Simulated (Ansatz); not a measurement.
`BN[SiH2]Cl`. The species carries charge 0 and has multiplicity 1. Geometry: relaxed with PBE0-D4/def2-TZVP. It is one conformer, not always the lowest.

```xyz
9

B     0.849   -0.403    1.271
N     0.071   -0.654    0.132
Si   -0.716    0.544   -0.836
Cl    0.250    0.794   -2.632
H     0.989    0.729    1.634
H     1.350   -1.317    1.859
H    -0.023   -1.618   -0.161
H    -2.090    0.104   -1.166
H    -0.682    1.822   -0.101
```

Task: What is the dipole moment at r2SCAN/def2-TZVPP? (Best estimate.)

Result: Computed: 1.44 D, with components (-1.02, -1.00, 0.23) D in this frame, pointing from negative to positive charge.

Task: And with PBE, B3LYP, ωB97M-V? (Estimate.)

Result: Ansatz gave: PBE 1.42 D, B3LYP 1.44 D, ωB97M-V 1.44 D.

Task: Give the Mulliken charges with r2SCAN, PBE, B3LYP in def2-TZVPP. (Best estimate.)

Result: The calculation gave: 
```json
{"atom": "B1", "r2SCAN": "-0.02", "PBE": "-0.11", "B3LYP": "-0.11"}
{"atom": "N2", "r2SCAN": "-0.25", "PBE": "-0.13", "B3LYP": "-0.19"}
{"atom": "Si3", "r2SCAN": "0.52", "PBE": "0.41", "B3LYP": "0.49"}
{"atom": "Cl4", "r2SCAN": "-0.25", "PBE": "-0.22", "B3LYP": "-0.25"}
{"atom": "H5", "r2SCAN": "-0.01", "PBE": "0.00", "B3LYP": "0.02"}
{"atom": "H6", "r2SCAN": "-0.01", "PBE": "0.00", "B3LYP": "0.02"}
{"atom": "H7", "r2SCAN": "0.15", "PBE": "0.15", "B3LYP": "0.14"}
{"atom": "H8", "r2SCAN": "-0.08", "PBE": "-0.05", "B3LYP": "-0.06"}
{"atom": "H9", "r2SCAN": "-0.06", "PBE": "-0.05", "B3LYP": "-0.05"}
```

B3LYP here is the variant with VWN-RPA as its local correlation; programs differ in this.
